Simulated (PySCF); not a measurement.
C4H8SSi.
Structure used (GFN2-xTB), in Å, numbered top down from 1:
```xyz
14
C4H8SSi angstrom
C      2.645   -0.102    0.268
C      1.441   -0.250   -0.260
Si    -0.156    0.207    0.614
C     -1.512   -1.145    0.525
S     -2.670   -0.064   -0.408
C     -1.370    1.233   -0.457
H      2.780    0.302    1.258
H      3.548   -0.374   -0.257
H      1.364   -0.659   -1.262
H      0.014    0.755    1.962
H     -1.966   -1.449    1.464
H     -1.288   -2.034   -0.060
H     -1.081    1.424   -1.488
H     -1.750    2.154   -0.025
```

Probes without a nucleus sit at each ring's centroid and 1 Å off its mean plane on both sides; NICS is minus the shielding there, NICSzz its component along the normal. Level: GIAO PBE0/pcSseg-1 (PySCF, non-relativistic, gas phase) on the GFN2-xTB geometry, one conformer.

Ring bond lengths (Å), with Mayer bond orders in brackets: Si3–C4 1.917 (0.86), C4–S5 1.838 (1.00), S5–C6 1.838 (1.00), C6–Si3 1.917 (0.86).

**Question.** Give the NICS values of each ring in ppm.

**Answer.** 
| ring | type | NICS(0) | NICS(1), two faces | NICS(1)zz, two faces | rms pucker (Å) | centre to ring atoms, mean (Å) |
| --- | --- | --- | --- | --- | --- | --- |
| Si3–C4–S5–C6 | 4-membered ring with S and Si; formal bonds all single | -0.5 | 0.5 / 1.2 | 7.8 / 8.7 | 0.03 | 1.33 |

**Question.** What can be read from them?

**Answer.** 
- Si3–C4–S5–C6: mean NICS(1)zz 8.2 ppm, deshielded. Si3, C4, C6 have four or more neighbours, so the value isn't read as a sign of a π ring current.

**Question.** How shielded are the nuclei of the rings and their hydrogens (means over atoms taken as equivalent)?

**Answer.** 
```tsv
atoms	environment	σ isotropic (ppm)	principal values of the symmetric part, first atom (ppm)
Si3	SiH silicon	347.1	329.7, 353.9, 357.8
C4 (×2)	sp3 carbon bound to sulfur	167.0	141.7, 163.4, 195.9
S5	sulfide sulfur	538.9	295.6, 444.7, 876.5
H10	Si–H hydrogen	26.12	23.5, 24.8, 30.0
H11 (×2)	methylene hydrogen	29.15	24.7, 27.2, 35.4
H12 (×2)	methylene hydrogen	29.06	25.2, 27.1, 34.9
```
